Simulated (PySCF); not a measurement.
Input of a run (PBE0-D3(BJ)/def2-SVP geometry optimisation, gas phase (PySCF 2.14.0)), started from GFN2-xTB:
```
{"job": {"xc": "PBE0", "basis": "def2-SVP", "d3": "d3bj", "grid": 1, "kind": "geom"}, "charge": -1, "multiplicity": 1}
C     -2.176538     0.851438     0.129892
C     -1.398430    -0.227727    -0.044688
C      0.026311    -0.310825     0.353876
N      0.876165    -0.162380    -0.819755
Si     2.615346    -0.343025    -0.611049
H     -1.834637     1.703177     0.697702
H     -3.170876     0.923147    -0.286203
H     -1.763951    -1.055633    -0.642729
H      0.244044     0.451262     1.131350
H      0.258867    -1.296081     0.775317
H      0.630980     0.692277    -1.304101
H      2.699004    -1.707944     0.000881
H      2.989326     0.482800     0.601780
```

Output (energies in Eh, forces in Eh/bohr):
```
step   0  E = -462.78936174  max force = 0.039636
step   1  E = -462.79839839  max force = 0.015946
step   2  E = -462.79975925  max force = 0.004874
step   3  E = -462.80003023  max force = 0.003311
step   4  E = -462.80008853  max force = 0.002455
step   5  E = -462.80022861  max force = 0.001359
step   6  E = -462.80031209  max force = 0.001107
step   7  E = -462.80034864  max force = 0.000701
step   8  E = -462.80035521  max force = 0.000197
optimisation converged
```

Problem. Summarise the run.

Solution. The energy falls by 28.9 kJ/mol over 9 energy and gradient evaluations, the largest force component goes from 0.0396 to 2.0e-04 Eh/bohr, and the atoms move by 0.254 Å rms after alignment. The bond that changes most is N4–Si5 (ends: silicon-bound nitrogen; silicon bonded to N and 2 H), which lengthens by 0.083 Å. Bonds longer at the end by more than 0.005 Å: 9 of 12; shorter: 2. Among the angles that change most is H12–Si5–H13, from 99.0° to 91.4°. Among the dihedrals that turn most is C1–C2–C3–H10, from 140° to 117°. The energy never rose by more than 1e-6 Eh on the way. The first step brought 82 % of the lowering.

Problem. What are the final bond lengths?

Solution. C1=C2 1.337 Å, C2–C3 1.500 Å, C3–N4 1.433 Å, N4–Si5 1.844 Å, C1–H6 1.096 Å, C1–H7 1.095 Å, C2–H8 1.099 Å, C3–H9 1.119 Å, C3–H10 1.107 Å, N4–H11 1.017 Å, Si5–H12 1.560 Å, Si5–H13 1.578 Å. Numbering counts from 1 in the input's order; the species is `C=CCN[SiH2-]`.

The run used 114 basis functions and 63 SCF cycles in all. Rough CPU time on one thread of a shared machine: about 1.6 min.

Stationary, but not proved a minimum. The geometry's basis has no diffuse functions, a weakness for an anion.

One conformer stands for the species.
